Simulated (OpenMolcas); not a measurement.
**Fe⁵⁺: CASPT2 settings compared**

```yaml
Program: OpenMolcas 26.06
Basis: ANO-RCC-VTZP [6s5p3d2f1g]
Scalar_Hamiltonian: X2C, point nucleus
Active_space: 3 electrons in 10 orbitals (3d 4d)
State_averaging: 2S+1 = 4 even, 10 roots; 2S+1 = 2 even, 9 roots kept (CI in the orbitals of an earlier block)
Spin-orbit_coupling: RASSI with atomic mean-field integrals over the reference wave functions, term energies averaged over their components
```

Methods on the same reference wave functions:
A. CASSCF
B. SS-CASPT2, IPEA 0.6 Eh, sigma1 regulariser 0.2 Eh (closed shells correlated: 3s 3p)
C. XMS-CASPT2, IPEA 0.75 Eh, real shift 0.15 Eh (closed shells correlated: 3s 3p)
D. XMS-CASPT2, IPEA 0.35 Eh, real shift 0.4 Eh (closed shells correlated: 3s 3p)

Energies in cm-1 above 3d3 4F 3/2, the measured ground level; measured values from Corliss and Sugar, J. Phys. Chem. Ref. Data 11, 135 (1982).

```json
{"Level": "3d3 4F 3/2", "A": "0.0", "B": "0.0", "C": "0.0", "D": "0.0", "Measured": "0.0"}
{"Level": "3d3 4F 5/2", "A": "515", "B": "515", "C": "515", "D": "515", "Measured": "511"}
{"Level": "3d3 4F 7/2", "A": "1227", "B": "1226", "C": "1226", "D": "1226", "Measured": "1188"}
{"Level": "3d3 4F 9/2", "A": "2123", "B": "2120", "C": "2120", "D": "2120", "Measured": "2001"}
{"Level": "3d3 4P 1/2", "A": "22976", "B": "19590", "C": "19930", "D": "19780", "Measured": "18738"}
{"Level": "3d3 4P 3/2", "A": "23292", "B": "19910", "C": "20250", "D": "20100", "Measured": "18942"}
{"Level": "3d3 2G 7/2", "A": "23469", "B": "21380", "C": "22360", "D": "22050", "Measured": "20616"}
{"Level": "3d3 4P 5/2", "A": "23819", "B": "20440", "C": "20780", "D": "20620", "Measured": "19611"}
```

Deviations, from unrounded energies. A percentage is the sum of absolute deviations over the sum of measured energies, with the sign that they share, or ± where signs differ.

```csv
Against measurement,Levels,A,B,C,D
mean absolute deviation (cm-1),7,2300,510,800,690
fine structure of the ground term (%),3,+4.5,+4.3,+4.4,+4.4
other terms of the ground configuration (%),4,+20.1,+4.4,+7.0,+6.0
```

B lies closest to measurement on these levels and A furthest from it. The largest miss of B in the table is 3d3 4P 3/2, by +970 cm-1. The ranking rests on the paired levels alone, and a cruder setting can come out closer through cancelling errors.

Among B to D the level of the table that moves most is 3d3 2G 7/2, by 990 cm-1 (lowest in B, highest in C). Moves below CASPT2's spread within the term are not significant.

The mean deviations of B to D differ by less than CASPT2's widest spread within a term (1700 cm-1), so their order carries little weight.

From A to B the spin-free energies of the other terms of 3d3 shown, above 4F, scale by factors of 0.85 to 0.91, as is usual when dynamic correlation screens the repulsion within a d or f shell.

The lowest spin-free term lies below A's lowest term by 0.284 hartree in B, 0.287 hartree in C, 0.292 hartree in D.

CASPT2 breaks the degeneracy within a term, and the mean is taken; among the terms shown or strongly mixed into the levels shown the widest spread is 1700 cm-1 (3d3 4F, C). Terms from blocks run as CI alone lack orbitals of their own. Active for correlation alone: 4d; no level in the range computed is led by a configuration that fills it, so any true level of that kind is missing. Without dynamic correlation excited terms often stand tens of per cent too high (terms of higher spin than the ground term too low), and those without a measured partner can miss by more than the paired ones (holds for A). Measured partners are found by configuration, term and J. A level has none where our copy of the source lacks it or the pairing is in doubt (some pairs that miss far off the trend of their configuration count as doubtful), and it then counts in no deviation. Only configurations of the active space appear. The table leaves out levels that lie high or whose names do not pair safely across all columns.
